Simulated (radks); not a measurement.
Problem. Re III, configuration [Kr] 4d10 4f14 5s2 5p5.5 5d5.5 (fractional occupations, a model configuration). All-electron calculation, Dirac Kohn-Sham, LDA (Slater exchange, Perdew-Wang correlation), spin-unpolarised, spherical densities, point nucleus; open shells fill j = l - 1/2 first. Program: a radial shooting solver on a logarithmic mesh with Libxc functionals. Some entries of the table are withheld. Estimate them.

orbital  occ.  eigenvalue (hartree)  <r^2> (bohr^2)  <r> (bohr)
1s1/2       2             -2628.376       0.0004483     0.01804
2s1/2       2             -455.9721        0.006824     0.07562
2p1/2       2             -436.4302        0.004862     0.06248
2p3/2       4             -383.5732        0.006060     0.07056
3s1/2       2             -106.0406         0.04454      0.1971
3p1/2       2             -97.30629         0.04080      0.1871
3p3/2       4             -85.83057         0.04736      0.2020
3d3/2       4             -71.12388         0.03661      0.1765
3d5/2       6             -68.63108         0.03841      0.1811
4s1/2       2             -22.61888          0.2195      0.4407
4p1/2       2             -18.97718          0.2258      0.4451
4p3/2       4             -16.29099          0.2609      0.4788
4d3/2       4             -10.30402          0.2825      0.4936
4d5/2       6              -9.80768          0.2955      0.5050
5s1/2       2              -3.77545           1.202       1.034
5p1/2       2              -2.66786           1.454         (1)
4f5/2       6              -2.26186          0.4114      0.5754
5p3/2     3.5              -2.25726           1.727         (2)
4f7/2       8              -2.16929          0.4245      0.5841
5d3/2       4              -0.83251             (3)       1.737
5d5/2     1.5              -0.79536             (4)       1.793
6s1/2       0              -0.75441           8.003       2.674
6p1/2       0              -0.53445           11.28         (5)
6p3/2       0              -0.48789           13.01         (6)

Solution. 
(1) 5p1/2 <r> (bohr): 1.133
(2) 5p3/2 <r> (bohr): 1.235
(3) 5d3/2 <r^2> (bohr^2): 3.533
(4) 5d5/2 <r^2> (bohr^2): 3.766
(5) 6p1/2 <r> (bohr): 3.170
(6) 6p3/2 <r> (bohr): 3.406
